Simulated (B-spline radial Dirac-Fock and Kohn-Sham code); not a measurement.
Eu⁺: eigenvalues, ΔSCF and the reference

System: Eu⁺ in the configuration [Xe] 4f7 6s1.

The density-functional columns are spherical, spin-unpolarised Dirac-Kohn-Sham results without Breit or QED terms: −ε is minus the orbital energy of the initial state and ΔSCF the difference of two total energies. The reference in the last column comes from Dirac-Fock energy differences between relaxed states, corrected for Breit and QED terms. All numbers are from a B-spline atomic structure program, in eV; a selection of levels is shown. The Kohn-Sham columns are given as differences from the reference. For the 1s level of heavy atoms much of the gap between ΔSCF and the reference is the Breit and QED part, -204.8 eV here; for other levels the error of the functional can be larger.

| level | PBE −ε − DF | PBE ΔSCF − DF | LDA −ε − DF | LDA ΔSCF − DF | Dirac-Fock |
| --- | --- | --- | --- | --- | --- |
| K (1s) | -208.1 | +240.2 | -254.2 | +192.7 | 48527.6 |
| L1 (2s) | -131.9 | -52.6 | -138.2 | -58.6 | 8068.0 |
| L2 (2p1/2) | -98.1 | +3.1 | -100.8 | +0.5 | 7628.0 |
| L3 (2p3/2) | -105.7 | -14.6 | -107.6 | -16.4 | 6987.5 |
| M1 (3s) | -65.2 | -42.4 | -67.0 | -44.1 | 1816.3 |
| M2 (3p1/2) | -51.6 | -27.4 | -52.4 | -28.0 | 1627.2 |
| M3 (3p3/2) | -50.9 | -28.4 | -51.5 | -28.8 | 1494.4 |
| M4 (3d3/2) | -31.6 | -4.7 | -31.5 | -4.6 | 1171.1 |
| M5 (3d5/2) | -32.3 | -6.0 | -32.2 | -5.8 | 1143.0 |
| N1 (4s) | -30.0 | -20.3 | -30.9 | -21.1 | 382.6 |
| N2 (4p1/2) | -23.5 | -13.9 | -23.9 | -14.2 | 308.3 |
| N3 (4p3/2) | -23.6 | -14.2 | -24.1 | -14.7 | 279.2 |
| N4 (4d3/2) | -11.8 | -2.7 | -11.8 | -2.7 | 155.7 |
| N5 (4d5/2) | -11.9 | -2.9 | -11.9 | -2.9 | 150.5 |
| N6,7 (4f) | -3.4 | +4.2 | -3.1 | +4.5 | 12.28 |
| O2 (5p1/2) | -4.3 | +1.6 | -4.1 | +1.8 | 36.97 |
| O3 (5p3/2) | -4.3 | +1.4 | -4.1 | +1.6 | 33.16 |
| P1 (6s) | -1.9 | +0.9 | -1.6 | +1.1 | 10.38 |

For the outermost level NIST gives 11.24 ± 0.006 eV (semi-empirical); the differences from it are PBE −ε -2.72, PBE ΔSCF -0.01, LDA −ε -2.46, LDA ΔSCF +0.19, Dirac-Fock -0.86 eV.

Values without a named source are computed, but for edge energies of neutral atoms, which are taken from tables.
